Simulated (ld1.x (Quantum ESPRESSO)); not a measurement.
neodymium (Nd): TM pseudisation with PBE, scalar-relativistic reference atom.

Nd, norm-conserving Troullier–Martins (Kleinman–Bylander form), made with ld1.x (Quantum ESPRESSO) 7.5 (PBE, scalar-relativistic). Core [Kr] 4d10 4f3, reference 5s2 5p6 5d1 6s2 6p0. Waves: 5s (bound): rc 1.70 bohr; 5p (bound): rc 2.65 bohr; 5d (bound): rc 3.80 bohr; 5f channel at 0.5 Ry: rc 3.55 bohr. Local part: all-electron potential smoothed inside 1.95 bohr (lloc = -1). Core correction: a·sin(br)/r model core inside 1.10 bohr.

Occupied shells without a wave of their own: 6s. They enter only through the test configuration that unscreens the potential, and ld1.x also counts them in the model core charge.

All-electron outer shells of the reference configuration (PBE, scalar-relativistic, ld1.x):

| shell | level (eV) | outermost node (bohr) | outermost maximum (bohr) |
| --- | --- | --- | --- |
| 4d | -123.13 | 0.29 | 0.62 |
| 5s | -43.70 | 0.72 | 1.31 |
| 5p | -24.67 | 0.77 | 1.48 |
| 4f | -6.90 | – | 0.65 |
| 6s | -3.87 | 1.74 | 3.60 |
| 5d | -2.92 | 0.87 | 2.08 |
| 6p | -1.34 | 2.07 | 4.74 |

Calculated quality:

* Cutoffs needed: 50 Ry and 90 Ry (the cutoffs (Ry, on a coarse ladder) from which the occupation-weighted sum of valence levels, in a spherical-Bessel basis at the reference potential, stays within 10 and 1 mRy of its value at 400 Ry)
* Ghost test: no extra level below or beside the all-electron valence levels (s, p, d, f tested) (spherical-Bessel basis up to 400 Ry, 20 bohr box)
* Largest excitation error: -1318 meV (all-electron minus pseudo) for 5s2 5p6 5d0 6s0 6p0, out of 7 test configurations

ld1.x takes every shell without a wave as core, so the model core holds the 6s electrons as well and exchange and correlation see them twice. This cancels in the reference configuration, but the file is broken for other ones, and its errors say nothing about a proper core correction.

Generation and tests took about 2.3 s on one core of a shared server CPU.
